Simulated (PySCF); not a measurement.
Correlation energy of Sn²⁺ (tin, charge +2)

[Kr] 4d10 5s2, closed-shell 1S. All numbers are calculated (PySCF 2.14, scalar relativity through the core potential, in cc-pVDZ-PP with ECP28MDF (4s3p2d, 23 functions)). Frozen: 4s2 4p6 4d10; 2 electrons correlated.

Total MP2 correlation energy: -21.74 mhartree.

Same-spin part 0.00 and opposite-spin part -21.74 mhartree; SCS-MP2 scales them by 1/3 and 6/5 to -26.08 mhartree.

With two correlated electrons CCSD is exact within the correlated space (frozen core and kept virtual orbitals).

| level | correlation energy (mhartree) |
| --- | --- |
| CCSD | -32.51 |

Diagnostics: T1 = 0.0022, D1 = 0.0031, largest double amplitude 0.101.

Is a single reference adequate?

Mostly. T1 lies below 0.03, but a double amplitude of this size points to a near-degeneracy that CCSD handles and MP2 describes poorly.
